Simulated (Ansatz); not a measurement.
Cost and result up the ladder for the cluster Cs3H3 (6 atoms). The state is a singlet with charge 0. Geometry: PBE-D4/def2-TZVP.

| atom | x (Å) | y (Å) | z (Å) |
| --- | --- | --- | --- |
| Cs1 | -0.9782 | 2.5869 | 1.2268 |
| Cs2 | 1.9917 | 0.0808 | -0.8082 |
| Cs3 | -1.3942 | -1.6462 | 0.0612 |
| H4 | 0.9155 | -2.3654 | -1.1318 |
| H5 | -0.8489 | 1.1053 | -1.0528 |
| H6 | 0.3140 | 0.2386 | 1.7050 |

Ansatz on 4 threads of Intel Xeon on a shared host. Times are rough, and most runs start from the orbitals of an earlier one. PBE0-D4/def2-TZVP serves as the yardstick here, not as an exact answer. Binding counts from free atoms at the same level (Cs doublet, H doublet; other spins of the atoms weren't run), without zero-point energy or a counterpoise term.

In the def2 sets Cs takes a core potential; there is no spin–orbit coupling. Correlated methods freeze no core orbitals; core or outer-core shells of Cs are correlated, in sets that lack core-valence functions. Another isomer (singlet) lies 0.04 eV lower at PBE0-D4/def2-TZVP; other spin states weren't run for this one.

Correlated methods converge slowly with the basis.

```json
{"level": "PBE-D4/def2-TZVP (with forces)", "functions": "105", "wall time": "2.7 s"}
{"level": "PBE0-D4/def2-TZVP", "functions": "105", "wall time": "2.8 s"}
{"level": "BLYP-D4/def2-TZVP", "functions": "105", "wall time": "2.9 s"}
{"level": "r2SCAN-D4/def2-TZVP", "functions": "105", "wall time": "3.7 s"}
{"level": "CCSD(T)/def2-TZVPP", "functions": "150", "wall time": "27 s"}
```

Q: Estimate what each level gives for the binding energy per atom (eV).

A: 
```json
{"level": "PBE-D4/def2-TZVP (with forces)", "binding energy per atom (eV)": "1.31", "difference from PBE0-D4/def2-TZVP (eV)": "0.01"}
{"level": "PBE0-D4/def2-TZVP", "binding energy per atom (eV)": "1.30", "difference from PBE0-D4/def2-TZVP (eV)": "0.00"}
{"level": "BLYP-D4/def2-TZVP", "binding energy per atom (eV)": "1.36", "difference from PBE0-D4/def2-TZVP (eV)": "0.06"}
{"level": "r2SCAN-D4/def2-TZVP", "binding energy per atom (eV)": "1.33", "difference from PBE0-D4/def2-TZVP (eV)": "0.03"}
{"level": "CCSD(T)/def2-TZVPP", "binding energy per atom (eV)": "1.26", "difference from PBE0-D4/def2-TZVP (eV)": "-0.04"}
```
